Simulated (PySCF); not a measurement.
C3H5FOSi, SMILES C#C[Si@H](O)CF. Atoms are numbered in the order given.

```xyz
11

C      2.5249     0.6622    -0.8534
C      1.3365     0.5499    -0.6148
Si    -0.4542     0.3797    -0.2468
O     -1.0027     1.6694     0.6493
C     -0.7570    -1.1285     0.8460
F     -0.4365    -2.2751     0.1482
H      3.5756     0.7562    -1.0656
H     -1.1712     0.2413    -1.5453
H     -0.7622     2.5509     0.3504
H     -1.8156    -1.1721     1.1590
H     -0.1445    -1.0724     1.7630
```

Geometry: PBE0-D3(BJ)/def2-SVP. The structure was generated by enumeration; whether it is a known compound was not checked. The values are those of a single conformer.

These are CAM-B3LYP/def2-TZVP (PySCF) values and carry that method's errors.

Computed frontier levels, gap, dipole moment and polarisability:
The highest occupied level is -9.56 eV and the lowest empty level comes out as 0.34 eV. The orbital gap is 9.90 eV and the dipole moment comes out as 2.21 D. The quadrupole, principal values (traceless, Buckingham form, about the centre of nuclear charge) comes out as -7.26, -0.39, 7.65 D·Å and the mean static polarisability is 60.0 bohr³ (8.89 Å³). The polarisability, principal values is 49.1, 52.8, 78.2 bohr³.
